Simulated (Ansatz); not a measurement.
System: C₂H₆Si, charge 1, doublet. C2H6Si+ (parent SMILES C[Si]C, doublet).
B3LYP-D3(BJ)/def2-TZVP minimum from Ansatz (a first-principles code):
```
Si
C 1 1.8421
H 2 1.0887 1 113.43
H 2 1.0967 3 110.43 1 121.91
H 2 1.0989 3 109.25 4 118.79
C 1 1.8421 2 119.94 3 170.73
H 6 1.0887 1 113.43 2 170.73
H 6 1.0967 7 110.43 1 121.91
H 6 1.0989 7 109.25 8 118.79
```
Charge +1, spin multiplicity 2.

Total energies in cc-pV(D+d)Z, 17 correlated electrons, 7 frozen orbitals. Open shells are spin-unrestricted; no spin-orbit coupling. Cores are frozen in correlated methods. No relativity. The spin of C2H6Si+ (parent SMILES C[Si]C, doublet) was assumed, and the state is the lowest solution found for it.

```csv
method,program,energy (Eh),minus CCSDT(Q) (mEh)
HF,Ansatz,-367.87428,407.68
MP2,Ansatz,-368.22370,58.26
CCSD,Ansatz,-368.26857,13.38
CCSD(T),Ansatz,-368.28009,1.86
CCSDT(Q),Ansatz,-368.28196,0.00
```

Rough core times of Ansatz's runs on a shared machine: CCSD(T) under 20 s, CCSDT(Q) 10 min.
